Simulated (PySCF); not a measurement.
One molecule, a ladder of functionals, a line

Molecule: `InChI=1S/CH7NSSi2/c1-2-5-3-4/h1,5H2,4H3`.

Atom-mapped SMILES (the numbers label the heavy atoms): `[CH2:1]=[N:2][SiH2:3][S:4][SiH3:5]` (H(Xn): hydrogen on atom n). Ha(C1) is cis to Si3; Hb(C1) is trans to Si3.

GIAO shieldings (ppm, equivalent atoms averaged) in PySCF on the PBE0-D3(BJ)/def2-SVP geometry, basis pcSseg-2, gas phase, non-relativistic:

```csv
functional,exact exchange (%),σ(C1),σ(Si3),σ(Si5),σ(S4)
BLYP,0,0.8,328.6,366.9,741.3
BP86,0,3.0,338.2,377.8,760.9
PBE,0,2.4,339.2,380.0,763.7
B3LYP,20,2.8,342.4,379.3,764.5
mPW1PW91,25,5.0,355.5,393.1,788.0
BHandHLYP,50,7.3,363.5,398.0,791.5
HF,100,18.0,403.2,433.2,832.3
```

Task: Fit each shielding as a line in the percentage of exact exchange.

Result: σ(C1) = 1.3 + 0.15 x (rms 1.3 ppm); σ(Si3) = 334.3 + 0.67 x (rms 4.5 ppm); σ(Si5) = 373.8 + 0.57 x (rms 5.2 ppm); σ(S4) = 756.1 + 0.76 x (rms 8.6 ppm). The functionals also differ in their semilocal parts, which the line can't hold; Hartree–Fock has no correlation at all.

Task: What does the line predict for PBE0 (25 %), and what does the run give?

Result: σ(C1): 5.0 predicted, 5.3 computed; σ(Si3): 351.1 predicted, 356.4 computed; σ(Si5): 388.1 predicted, 394.9 computed; σ(S4): 775.1 predicted, 790.5 computed ppm.
